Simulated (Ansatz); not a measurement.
Correlation energies of H$_{6}$O$_{4}$SiTi, SMILES `[OH][Ti]([OH])([OH])[O][SiH3]` by basis set

```xyz
12

O    -1.476   -0.029    1.791
Ti   -0.563    0.687    0.421
O     0.443    2.048    1.023
O    -1.721    1.303   -0.805
O     0.495   -0.565   -0.321
Si    1.418   -1.708   -1.030
H    -2.418   -0.128    1.934
H     0.556    2.402    1.906
H    -1.848    2.181   -1.165
H     0.991   -1.903   -2.442
H     1.279   -2.996   -0.301
H     2.845   -1.291   -1.011
```

The species carries charge 0 and has multiplicity 1. Correlated methods include outer-core shells of Ti, which these sets cover unevenly. Scalar relativity is left out up to krypton. The geometry is a stationary point of PBE0-D4/def2-TZVP. It is one conformer, not always the lowest. Frozen core, restricted reference, the Gaussian-basis code of Ansatz.

```csv
basis,HF (Eh),MP2 corr.,CCSD corr.,(T),CCSD(T) total
def2-SVP,-1440.08071,-1.16673,-1.19180,-0.04315,-1441.31566
def2-TZVPP,-1440.69882,-1.52110,–,–,–
def2-QZVPP,-1440.73790,-1.64400,–,–,–
```
